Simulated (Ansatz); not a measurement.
C21H15N3 (relaxed from a model of trityl dicyanamide, whose bonding it doesn't keep). Charge 0, multiplicity 1. Geometry PBE-D4/def2-SVP.

```xyz
39

N     3.932   -1.760   -4.382
C     3.484   -1.680   -3.294
N     3.024   -1.693   -2.060
C     2.344   -0.946   -1.335
N     1.807   -0.271   -0.487
C     0.154    4.266    0.857
C     1.379    3.596    1.003
C     1.475    2.229    0.707
C     0.349    1.516    0.255
C     0.450    0.002    0.002
C     0.273   -0.787    1.318
C    -0.362   -0.220    2.436
C    -0.564   -0.979    3.601
C    -0.128   -2.309    3.665
C     0.512   -2.881    2.553
C     0.709   -2.126    1.390
C    -0.571   -0.442   -1.066
C    -1.662   -1.275   -0.763
C    -2.577   -1.639   -1.766
C    -2.411   -1.178   -3.078
C    -1.328   -0.338   -3.386
C    -0.420    0.031   -2.386
C    -0.876    2.193    0.107
C    -0.972    3.560    0.409
H     0.080    5.340    1.088
H     2.270    4.141    1.350
H     2.433    1.702    0.820
H    -0.704    0.823    2.401
H    -1.062   -0.517    4.468
H    -0.281   -2.900    4.581
H     0.862   -3.923    2.591
H     1.204   -2.591    0.525
H    -1.800   -1.645    0.262
H    -3.425   -2.294   -1.513
H    -3.125   -1.470   -3.863
H    -1.190    0.035   -4.412
H     0.414    0.707   -2.632
H    -1.762    1.647   -0.250
H    -1.936    4.078    0.285
```

B3LYP takes the VWN-RPA correlation. Single mean-field runs in def2-SVP, def2-TZVP are fitted with def2-universal-jkfit.

Question: Estimate the orbital energies around the gap (eV) in Ansatz with PBE-D4/def2-SVP, B3LYP-D4/def2-TZVP, PBE0-D4/def2-SVP, PBE0-D4/def2-TZVP, r2SCAN0-D4/def2-TZVP.

Answer: 
```
orbital  PBE-D4/def2-SVP  B3LYP-D4/def2-TZVP  PBE0-D4/def2-SVP  PBE0-D4/def2-TZVP  r2SCAN0-D4/def2-TZVP
HOMO−13            -8.62              -10.01            -10.18             -10.29                -10.56
HOMO−12            -8.59               -9.93            -10.14             -10.15                -10.36
HOMO−11            -8.45               -9.89            -10.03             -10.13                -10.35
HOMO−10            -8.22               -9.78             -9.97              -9.98                -10.19
 HOMO−9            -8.16               -9.47             -9.69              -9.69                 -9.89
 HOMO−8            -8.03               -9.38             -9.60              -9.61                 -9.79
 HOMO−7            -6.82               -7.89             -8.05              -8.13                 -8.31
 HOMO−6            -6.80               -7.79             -7.98              -8.03                 -8.20
 HOMO−5            -6.73               -7.59             -7.79              -7.82                 -7.96
 HOMO−4            -6.55               -7.44             -7.63              -7.67                 -7.81
 HOMO−3            -6.52               -7.42             -7.62              -7.65                 -7.79
 HOMO−2            -6.40               -7.25             -7.46              -7.48                 -7.61
 HOMO−1            -6.37               -7.22             -7.42              -7.45                 -7.58
   HOMO            -6.33               -7.16             -7.36              -7.38                 -7.51
   LUMO            -2.07               -1.53             -1.25              -1.35                 -1.29
 LUMO+1            -1.74               -1.18             -0.88              -1.00                 -0.93
 LUMO+2            -1.64               -1.07             -0.77              -0.89                 -0.81
 LUMO+3            -1.57               -1.00             -0.70              -0.82                 -0.74
 LUMO+4            -1.32               -0.74             -0.42              -0.53                 -0.44
 LUMO+5            -1.27               -0.66             -0.34              -0.47                 -0.38
```
